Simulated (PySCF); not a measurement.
The vertical singlet excitations below were computed for one of the candidates. The calculation used TDDFT CAM-B3LYP/def2-SVPD, vertical, gas phase, core orbitals frozen in the response in PySCF 2.14.0, density-fitted response routines. Geometries: GFN2-xTB, one conformer each.

| state | E (eV) | f |
| --- | --- | --- |
| S1 | 5.93 | 0.0082 |
| S2 | 5.97 | 0.012 |
| S3 | 6.30 | 0.0022 |
| S4 | 6.50 | 0.0093 |
| S5 | 7.20 | 0.0014 |
| S6 | 7.26 | 0.0035 |
| S7 | 7.35 | 0.0038 |
| S8 | 7.41 | 0.016 |

**Question.** Which candidate is it? All have the formula C4H12N2Si.
A. `CC[C@H]1CN[SiH2]N1`
B. `C=C([SiH2]N)N(C)C`
C. `C[Si@@]1(N)CCN1C`

**Answer.** A. Its S1, at 5.93 eV, is the highest among the candidates; the nearest of the others has S1 at 5.66 eV. S1 is HOMO-1→LUMO+1 (38%), HOMO→LUMO+1 (34%), HOMO-1→LUMO (23%). Löwdin shares by element: HOMO nitrogen 62%, carbon 14% or more (atoms not listed hold the other 24%); LUMO silicon 24%, hydrogen 20% or more, carbon 10% or more (atoms not listed hold the other 45%). At the same level the other candidates give, for their lowest levels:
- `CN1CC[Si@@]1(C)N`: 5.66 eV (f 0.000); 6.38 eV (f 0.034); 6.51 eV (f 0.011); 6.55 eV (f 0.039); 6.84 eV (f 0.060); T1 5.56 eV; HOMO -7.31, LUMO 1.10 eV
- `C=C([SiH2]N)N(C)C`: 5.51 eV (f 0.122); 5.66 eV (f 0.065); 6.16 eV (f 0.063); 6.43 eV (f 0.024); 6.48 eV (f 0.005); T1 3.72 eV; HOMO -7.04, LUMO 1.09 eV
Triplets come from the Tamm–Dancoff approximation.
